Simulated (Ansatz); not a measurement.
CH5NZn, SMILES `[CH3][Zn][NH2]` at its PBE0-D4/def2-TZVP geometry, where that method's forces vanish. The species carries charge 0 and has multiplicity 1.

```xyz
8

C     0.8012   -0.3955   -1.3605
Zn   -0.1620    0.0471    0.2488
N    -1.1257    0.3513    1.7646
H     1.5561   -1.1597   -1.1601
H     1.3074    0.4806   -1.7714
H     0.1237   -0.7863   -2.1234
H    -1.8564    1.0479    1.7524
H    -0.6442    0.4146    2.6497
```

Q: What forces (eV/Å) does ωB97M-V/def2-TZVPP give on these atoms in Ansatz? (Best estimate.)

A: The calculation gave: 
```
C1   0.025 -0.006 -0.038
Zn2  0.006 -0.036 -0.034
N3   0.016  0.069  0.027
H4  -0.053  0.062 -0.037
H5  -0.031 -0.081  0.015
H6   0.071  0.029  0.047
H7   0.022 -0.038  0.039
H8  -0.056  0.002 -0.018
```
